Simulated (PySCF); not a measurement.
Ga(Vi)(OH)(OMe), C3H7GaO2, SMILES [CH]([Ga]([OH])[O]C)=C (PBE0/def2-SVP optimised geometry):

```
13

Ga    -0.950     0.941     0.000
C      0.986     0.941     0.000
C      1.731    -0.170     0.039
H      1.498     1.911    -0.030
H      2.828    -0.132     0.040
H      1.294    -1.174     0.071
O     -1.876     2.460     0.000
H     -2.828     2.315     0.002
O     -2.023    -0.488    -0.001
C     -1.653    -1.832    -0.008
H     -1.105    -2.133     0.907
H     -2.559    -2.460    -0.061
H     -1.021    -2.105    -0.876
```

Calculation: PBE0/def2-TZVP run with PySCF 2.14.0.

Task: What are the frontier orbital energies and the dipole moment?

Result: HOMO-2 -8.32 eV, HOMO-1 -7.88 eV, HOMO -7.76 eV, LUMO -1.16 eV, LUMO+1 0.03 eV; dipole moment 1.99 D.

On the same geometry PBE/def2-TZVP (PySCF 2.14.0) gives HOMO-2 -7.03 eV, HOMO-1 -6.41 eV, HOMO -6.22 eV, LUMO -2.06 eV, LUMO+1 -0.92 eV; dipole moment 1.82 D.

Meta-Löwdin charges at PBE0/def2-TZVP: Ga1 0.93, C2 -0.33, C3 -0.20, H4 0.14, H5 0.13, H6 0.12, O7 -0.72, H8 0.34, O9 -0.59, C10 -0.11, H11 0.09, H12 0.11, H13 0.09.
